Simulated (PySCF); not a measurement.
1-ethenoxypropa-1,2-diene (C5H6O), SMILES C=C=COC=C. Atoms are numbered in the order given.

```xyz
12

C      2.7311     0.7270     0.6344
C      1.5993     0.2915     0.1435
C      0.4862    -0.1606    -0.3857
O     -0.4799    -0.7958     0.3585
C     -1.7847    -0.5606     0.0543
C     -2.2778     0.4165    -0.7142
H      3.6001     0.0668     0.7471
H      2.8544     1.7677     0.9583
H      0.2869    -0.1017    -1.4636
H     -2.4210    -1.3002     0.5477
H     -1.6513     1.1830    -1.1734
H     -3.3549     0.4688    -0.8770
```
Charge 0, spin multiplicity 1.

Geometry: B3LYP-D3(BJ)/def2-SVP. The values are those of a single conformer.

Two levels are set side by side: PBE/pcSseg-1 (PySCF) and PBE0/pcSseg-1 (PySCF). GIAO shifts against H2O (¹⁷O), TMS (¹H), TMS (¹³C) at the same level; non-relativistic, no solvent, atoms listed together averaged. Differences are taken from unrounded values.

| quantity | PBE |
|---|---|
| δ(¹³C) of C1 (ppm) | 95.0 |
| δ(¹³C) of C2 (ppm) | 220.3 |
| δ(¹³C) of C3 (ppm) | 122.4 |
| δ(¹⁷O) of O4 (ppm) | 184.2 |
| δ(¹³C) of C5 (ppm) | 158.7 |
| δ(¹³C) of C6 (ppm) | 92.4 |
| δ(¹H) of H7, H8 (ppm) | 6.02 |
| δ(¹H) of H9 (ppm) | 6.95 |
| δ(¹H) of H10 (ppm) | 6.89 |

Question: These are the PBE values. What does PBE0 give? (An estimate is asked for; the answer gives what the named calculation found.)

Answer: 
| quantity | PBE0 | PBE minus PBE0 |
|---|---|---|
| δ(¹³C) of C1 (ppm) | 96.2 | -1.3 |
| δ(¹³C) of C2 (ppm) | 222.5 | -2.2 |
| δ(¹³C) of C3 (ppm) | 123.4 | -1.0 |
| δ(¹⁷O) of O4 (ppm) | 163.1 | 21.1 |
| δ(¹³C) of C5 (ppm) | 160.9 | -2.2 |
| δ(¹³C) of C6 (ppm) | 95.2 | -2.7 |
| δ(¹H) of H7, H8 (ppm) | 6.02 | 0.00 |
| δ(¹H) of H9 (ppm) | 6.92 | 0.03 |
| δ(¹H) of H10 (ppm) | 6.92 | -0.03 |

Rough cost on one machine, each run with all the roots and properties that it gave: PBE0 against PBE within a factor of 2.
